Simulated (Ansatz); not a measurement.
Consider the substitution at a C–O bond: `C[O][Al]1[CH2][NH]1` + `CB(O)[SeH]` → `COB(C)[SeH]` + `[OH][Al]1[CH2][NH]1`.

Gas-phase electronic energies from Ansatz, PBE0-D4/def2-TZVP geometries. CCSD(T)/CBS adds triple-zeta CCSD(T) − MP2 to the extrapolated MP2 energy (def2 sets, frozen cores). DFT in def2-TZVPP. B3LYP here is the variant with VWN-RPA as its local correlation; programs differ in this. For Se outer-core shells are correlated without core-valence functions, which leaves a few kJ/mol of doubt a bond. Scalar relativity is left out up to krypton. Each species was taken in one conformer, which may not be the lowest.

```json
{"level": "PBE-D4", "ΔE (kcal/mol)": "-3.2", "difference from CCSD(T)/CBS": "0.9"}
{"level": "PBE0-D4", "ΔE (kcal/mol)": "-3.0", "difference from CCSD(T)/CBS": "1.1"}
{"level": "B3LYP-D4", "ΔE (kcal/mol)": "-2.8", "difference from CCSD(T)/CBS": "1.3"}
{"level": "ωB97X-V", "ΔE (kcal/mol)": "-3.0", "difference from CCSD(T)/CBS": "1.1"}
{"level": "ωB97M-V", "ΔE (kcal/mol)": "-3.3", "difference from CCSD(T)/CBS": "0.8"}
{"level": "B2PLYP", "ΔE (kcal/mol)": "-2.7", "difference from CCSD(T)/CBS": "1.4"}
{"level": "PBE", "ΔE (kcal/mol)": "-2.6", "difference from CCSD(T)/CBS": "1.5"}
{"level": "PBE0", "ΔE (kcal/mol)": "-2.4", "difference from CCSD(T)/CBS": "1.7"}
{"level": "B3LYP", "ΔE (kcal/mol)": "-1.9", "difference from CCSD(T)/CBS": "2.2"}
{"level": "HF/def2-TZVPP", "ΔE (kcal/mol)": "-0.9", "difference from CCSD(T)/CBS": "3.2"}
{"level": "MP2/def2-TZVPP", "ΔE (kcal/mol)": "-4.2", "difference from CCSD(T)/CBS": "-0.1"}
{"level": "SCS-MP2/def2-TZVPP", "ΔE (kcal/mol)": "-3.5", "difference from CCSD(T)/CBS": "0.6"}
{"level": "CCSD(T)/def2-TZVPP", "ΔE (kcal/mol)": "-3.7", "difference from CCSD(T)/CBS": "0.4"}
{"level": "HF/def2-QZVPP", "ΔE (kcal/mol)": "-0.8", "difference from CCSD(T)/CBS": "3.3"}
{"level": "HF/CBS(def2)", "ΔE (kcal/mol)": "-0.8", "difference from CCSD(T)/CBS": "3.3"}
{"level": "MP2/CBS(def2)", "ΔE (kcal/mol)": "-4.6", "difference from CCSD(T)/CBS": "-0.5"}
{"level": "CCSD(T)/CBS", "ΔE (kcal/mol)": "-4.1", "difference from CCSD(T)/CBS": "0"}
```

Largest T1 diagnostic among the species: 0.013.

The D4 term adds −1.0 kcal/mol with B3LYP and −0.5 kcal/mol with PBE0; it sums over pairs of atoms, weighted by their polarisabilities, and B3LYP, whose exchange is more repulsive, gets the larger term. In def2-TZVPP, CCSD(T) changes the Hartree–Fock value by −2.8 kcal/mol (the triples alone add −0.5 kcal/mol) and MP2 by −3.3 kcal/mol.
